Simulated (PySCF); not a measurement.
PySCF job for C₃H₆FNSi, SMILES FC1=CCN1[SiH3], PBE/pcSseg-1. Geometry: B3LYP-D3(BJ)/def2-SVP. The structure was generated by enumeration, and PubChem lists no compound with its InChIKey, so it may never have been made.

```python
import numpy as np
from pyscf import gto, scf, dft
from pyscf.prop.nmr import rks as nmr

mol = gto.M(
    atom='''
    F    -0.54567252    1.88204794    0.61724840
    C    -0.78621046    0.59461425    0.47169355
    C    -1.70355566   -0.28842030    0.91012077
    C    -0.93641241   -1.34181498    0.11817263
    N    -0.00386035   -0.24339211   -0.31837250
    Si    1.68143980   -0.28121154   -0.78360965
    H    -2.61922519   -0.27057461    1.48977278
    H    -1.46045986   -1.79463803   -0.73830875
    H    -0.42622854   -2.11743024    0.71263814
    H     2.63104559   -0.48419180    0.35595618
    H     1.81877451   -1.42440601   -1.72651521
    H     2.01108270    1.00724151   -1.44955783
    ''',
    basis='pcSseg-1',
    charge=0,
    spin=0,
    max_memory=1600,
    verbose=3,
)
mf = dft.RKS(mol, xc='pbe')
mf.grids.level = 3
mf.conv_tol = 1e-10
mf.max_cycle = 100
mf.kernel()
n = nmr.NMR(mf)
n.verbose = 2
n.max_cycle_cphf = 60
sigma = n.kernel()
print('atom   isotropic/ppm   span/ppm')
for i, s in enumerate(sigma):
    w = np.linalg.eigvalsh((s + s.T) / 2)
    print(f'{mol.atom_symbol(i):2s}{i + 1:3d} {w.mean():14.3f} {w[2] - w[0]:11.3f}')
```

Program output:

```
converged SCF energy = -561.463242604275
atom   isotropic/ppm   span/ppm
F   1        230.481     182.546
C   2         26.173     114.240
C   3        103.530      72.088
C   4        130.272      37.618
N   5        168.005      57.617
Si  6        401.373      92.006
H   7         27.018       7.017
H   8         27.546       8.601
H   9         27.676       7.354
H  10         26.230       8.945
H  11         26.661       7.684
H  12         26.282       8.014
```

The calculation finished and met its thresholds.

Cost: roughly 30 core-seconds.
